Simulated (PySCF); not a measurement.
# Computed properties of BHO, SMILES B=O

BHO, SMILES B=O. Geometry: PBE0-D3(BJ)/def2-TZVPD. One conformer was computed; it need not be the lowest. All values are computed for the isolated molecule unless a solvent is named; none is compared with measurement here.

**Structure.** The optimised structure has C∞v symmetry. All 4 harmonic modes at PBE0-D3(BJ)/def2-TZVPD (PySCF) are real, so it is a minimum.

**Vibrations.** The strongest infrared lines (harmonic, unscaled, degenerate partners summed) lie at 1882 cm⁻¹ (73 km/mol, B 43 %, O 41 %, H 16 %), 778 cm⁻¹ (27 km/mol, H 70 %, B 26 %), 2893 cm⁻¹ (10 km/mol, H 81 %, B 18 %). The softest mode is at 778 cm⁻¹ and the zero-point energy is 9.0 kcal/mol.

**Electronic structure.** CAM-B3LYP/def2-TZVPD (PySCF) places the frontier levels at -11.96 and 0.67 eV, a gap of 12.63 eV, and gives a dipole moment of 2.86 D and a mean polarisability of 16.7 bohr³. PBE/def2-TZVPD (PySCF) at the same geometry gives -8.94 and -1.11 eV, so its gap is 4.80 eV narrower. An orbital gap is neither the optical nor the fundamental gap.

**Excitations.** TDA-PBE0/def2-TZVPD (PySCF) has S1 at 7.96 eV (156 nm, f = 0.000, dark); the most intense of the 10 singlets computed lies at 9.53 eV (f = 0.18). Strengths of degenerate partners are summed. T1 (TDA) is at 6.74 eV, 1.22 eV under S1. TDA-PBE/def2-TZVPD (PySCF) puts S1 at 7.82 eV. No vertical singlet excitation falls in the visible range (under 3.1 eV).

**NMR.** GIAO shifts at KT2/pcSseg-2 (PySCF) (non-relativistic, atoms alike by connectivity averaged): ¹H at 2.4 ppm against TMS; ¹¹B at -1.6 ppm against BF3.
